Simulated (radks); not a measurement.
Ionisation ladder of gold, from Au30+ to Au33+. Each ion is in the ground configuration listed by NIST, and IE = E(next ion) - E(this ion). All-electron calculation, non-relativistic Kohn-Sham, BLYP, spin-polarised, spherical densities, point nucleus; open shells are filled with parallel spins first (spin-orbit coupling, left out, can overturn this in heavy ions); relativity is left out, which matters for an element this heavy. Program: a radial shooting solver on a logarithmic mesh with Libxc functionals.

species  configuration  IE, Delta-SCF (eV)  -e(HOMO) (eV)   HOMO  <r> HOMO (bohr)  IE, NIST (eV)    kind  error (eV)
Au30+    [Kr] 4d10 4f3              1093.5         1065.6  4f up            0.392           1100  theory        -6.5
Au31+    [Kr] 4d10 4f2              1149.9         1121.5  4f up            0.387           1150  theory        -0.1
Au32+    [Kr] 4d10 4f1              1207.2         1178.4  4f up            0.383           1210  theory        -2.8
Au33+        [Kr] 4d10              1484.6         1457.5     4d            0.405           1475  theory        +9.6

Reference values: NIST Atomic Spectra Database (exp. = measured, semi-emp. = semi-empirical, theory = theoretical value adopted there). The ionisation energy per charge of the ion left behind rises most, in proportion, at Au33+ ([Kr] 4d10), from 36.583 to 43.666 eV. Relativity is left out here, which matters for elements this heavy. Open shells are spherical and high-spin; term and fine-structure splittings are not resolved.
